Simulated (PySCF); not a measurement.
All of these have the formula C5H11OP. Method used: TDDFT PBE0/def2-SVPD, vertical, gas phase, core orbitals frozen in the response in PySCF 2.14.0, density-fitted response routines. Geometries: GFN2-xTB; one conformer of each isolated species. Triplets are in the Tamm–Dancoff approximation.

A. `CC[P@H](=O)C1CC1`
B. `CP(C)(=O)C1CC1`
C. `C[C@@H]1CC[P@H](=O)C1`

Lowest singlet levels (six at most, fewer where fewer were computed) with oscillator strengths:

1. 177 nm (f 0.033); 175 nm (f 0.020); 162 nm (f 0.006); 160 nm (f 0.000); 160 nm (f 0.001); 159 nm (f 0.028); T1 6.86 eV
2. 182 nm (f 0.010); 179 nm (f 0.003); 177 nm (f 0.005); 174 nm (f 0.014); 165 nm (f 0.038); 163 nm (f 0.013); T1 6.62 eV
3. 173 nm (f 0.010); 170 nm (f 0.004); 167 nm (f 0.007); 164 nm (f 0.024); 162 nm (f 0.022); 159 nm (f 0.021); T1 6.88 eV

Problem. Match each spectrum to its molecule.

Solution. 1 = B, 2 = C, 3 = A.
- A: S1 at 7.17 eV, HOMO→LUMO (68%), HOMO→LUMO+2 (15%); Löwdin shares by element: HOMO oxygen 54%, phosphorus 15%, carbon 14% or more, hydrogen 4% or more; LUMO carbon 22% or more, hydrogen 20% or more (atoms not listed hold the other 57%); HOMO -7.69 and LUMO 0.61 eV.
- B: S1 at 7.02 eV, HOMO→LUMO (96%); Löwdin shares by element: HOMO oxygen 60%, carbon 19% or more, phosphorus 13%; LUMO carbon 28% or more, hydrogen 21% or more (atoms not listed hold the other 51%); HOMO -7.57 and LUMO 0.49 eV; point group Cs, 1 of its 6 listed states under f = 0.0005.
- C: S1 at 6.81 eV, HOMO→LUMO (86%), HOMO→LUMO+1 (9%); Löwdin shares by element: HOMO oxygen 56%, carbon 20% or more, phosphorus 14%; LUMO carbon 26% or more, hydrogen 10% or more (atoms not listed hold the other 64%); HOMO -7.53 and LUMO 0.36 eV.
